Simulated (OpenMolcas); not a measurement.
Mn4+ (d3) in a complex was computed by CASSCF with the d shell active (OpenMolcas, ANO-RCC-VTZP on the metal). Its lowest spin-free states, and all those of the highest spin:

```json
{"2S+1": "4", "Degeneracy": "1", "E (cm-1)": "0.0"}
{"2S+1": "4", "Degeneracy": "1", "E (cm-1)": "7879"}
{"2S+1": "4", "Degeneracy": "1", "E (cm-1)": "8228"}
{"2S+1": "4", "Degeneracy": "2", "E (cm-1)": "8734"}
{"2S+1": "2", "Degeneracy": "2", "E (cm-1)": "16072"}
{"2S+1": "2", "Degeneracy": "2", "E (cm-1)": "19241"}
{"2S+1": "2", "Degeneracy": "1", "E (cm-1)": "19531"}
{"2S+1": "4", "Degeneracy": "2", "E (cm-1)": "21044"}
{"2S+1": "2", "Degeneracy": "2", "E (cm-1)": "21980"}
{"2S+1": "2", "Degeneracy": "1", "E (cm-1)": "22503"}
{"2S+1": "2", "Degeneracy": "1", "E (cm-1)": "22987"}
{"2S+1": "2", "Degeneracy": "1", "E (cm-1)": "23445"}
{"2S+1": "4", "Degeneracy": "2", "E (cm-1)": "24063"}
{"2S+1": "4", "Degeneracy": "1", "E (cm-1)": "32773"}
```

Q: Is the site octahedral, tetrahedral or cube-like, axial, or of lower symmetry?

A: The states with 2S+1 = 4 have orbital degeneracies 1, 1, 1, 2, 2, 2, 1. There are pairs but no triples, so the site is axial: not cubic, but with a proper or improper axis of order three or more. The run had Mn4+ with 6 ligands (sulfide) in trigonal prismatic coordination (D3h) at 2.31 Å, a polar angle of 46.2° against the regular 49.1°. A charge of +1.33 e stands 2.8 Å behind each ligand. Ligand basis ANO-RCC-VDZP.

Without dynamic correlation the repulsion within the d shell is too large (B by tens of per cent), so at a given field states of lower spin stand too high. The least metal-like active orbital is 67 % on the metal (Löwdin) and no ligand orbital is active, so the numbers are rough. The sulfide ions are held by bare point charges, a crude embedding. Ligand-to-metal charge-transfer states are missing. This ion would oxidise such ligands; the complex is a model and need not exist. With no ligand orbital active B as a rule stays too high, so bands that hang on it stand too high and its fall with covalency is understated. With metal d orbitals alone and no dynamic correlation the field as a rule comes out too small, by tens of per cent, by up to half for chloride and softer ligands. No measured value stands beside these numbers; the geometry was imposed, not optimised, and the real ion may take another.
